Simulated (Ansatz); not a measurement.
Frontier orbitals of `C[O][GaH][CH3]`.

```xyz
11

C    -1.137    1.316   -0.607
O    -1.129   -0.018   -1.027
Ga   -0.003   -1.263   -0.407
C     1.300   -0.708    0.950
H    -2.114    1.573   -0.181
H    -0.961    1.982   -1.460
H    -0.374    1.540    0.153
H    -0.245   -2.652   -1.072
H     1.951    0.075    0.555
H     1.922   -1.545    1.270
H     0.790   -0.300    1.825
```

Charge 0, multiplicity 1. Correlated methods include outer-core shells of Ga, which these sets cover unevenly. Scalar relativity is left out up to krypton. The geometry is a stationary point of PBE0-D4/def2-TZVP. It is one conformer, not always the lowest. Basis def2-TZVPP, Ansatz.

| functional | HOMO (eV) | LUMO (eV) |
| --- | --- | --- |
| r2SCAN0 | -7.85 | -0.59 |

(1) Give HOMO and LUMO (eV) with LDA (SPW92), PBE, revPBE, BLYP, r2SCAN, B97M-V, PBE0, B3LYP, r2SCANh, HSE06 (plane-wave form), BHLYP, CAM-B3LYP, LC-ωPBE, ωB97X-V, ωB97M-V, HF. (Estimate.)

Answers

(1) Computed: 
| functional | HOMO | LUMO |
| --- | --- | --- |
| LDA (SPW92) | -6.35 | -1.79 |
| PBE | -6.19 | -1.54 |
| revPBE | -6.13 | -1.43 |
| BLYP | -6.11 | -1.50 |
| r2SCAN | -6.47 | -1.26 |
| B97M-V | -6.58 | -1.49 |
| PBE0 | -7.64 | -0.76 |
| B3LYP | -7.42 | -1.04 |
| r2SCANh | -7.01 | -0.99 |
| HSE06 (plane-wave form) | -7.23 | -1.12 |
| BHLYP | -9.04 | -0.05 |
| CAM-B3LYP | -9.10 | 0.11 |
| LC-ωPBE | -10.44 | 1.32 |
| ωB97X-V | -10.11 | 1.15 |
| ωB97M-V | -10.02 | 0.90 |
| HF | -11.05 | 1.95 |

B3LYP here is the variant with VWN-RPA as its local correlation; programs differ in this. LC-ωPBE has ω = 0.4 bohr⁻¹. Positive LUMOs are unbound and depend on the basis.
